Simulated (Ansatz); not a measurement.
The first iterations of a band of Cl3HOZr + H2 (8 atoms, charge 0, multiplicity 1).

All numbers below come from Ansatz 0.2.0, RKS PBE-D4/def2-SVP.

```json
{
 "movable images": "5",
 "climbing image": "yes",
 "spring": "2.0 to 10.0 eV/Å², energy-weighted",
 "optimiser": "quadratic models (default)",
 "start path": "through a guess of the saddle point",
 "force threshold": "0.03 eV/Å",
 "iteration limit": "60",
 "end points": "relaxed"
}
```

Initial state:

```xyz
8
Properties=species:S:1:pos:R:3
Zr -0.157 -0.255 0.162
Cl -0.126 -0.268 2.519
Cl 2.022 -0.401 -0.719
Cl -1.273 1.648 -0.660
O -1.116 -1.781 -0.410
H -1.632 -2.562 -0.658
H 1.652 2.616 1.024
H 1.479 2.327 1.715
```

Final state:

```xyz
8
Properties=species:S:1:pos:R:3
Zr -0.685 0.511 -0.160
Cl -1.144 1.561 1.896
Cl 1.160 1.512 -1.228
Cl -2.567 0.695 -1.556
O -0.335 -1.327 0.132
H -0.147 -2.264 0.285
H 2.431 0.416 1.462
H 2.136 0.220 2.144
```

| iteration | highest image above the first end (eV) | largest band force component (eV/Å) |
| --- | --- | --- |
| 1 | 2.659 | 9.645 |
| 2 | 2.017 | 3.064 |
| 3 | 1.572 | 2.525 |
| 4 | 0.977 | 2.518 |
| 5 | 0.894 | 2.930 |
| 6 | 0.665 | 2.631 |
| 7 | 0.469 | 2.169 |
| 8 | 0.366 | 1.955 |
| 9 | 0.274 | 1.728 |

**Question.** Does the band converge within its limit, and where does its top end?

**Answer.** It converged. It ended after 29 iterations with the highest image 0.017 eV above the first end. Another band between the same ends (5 images) ends at a top of the same energy, where a vibrational analysis finds no clearly imaginary modes.

The run took 3.9 min on 4 threads of Arm Neoverse V1, with other jobs on the host, peak memory 0.18 GiB.
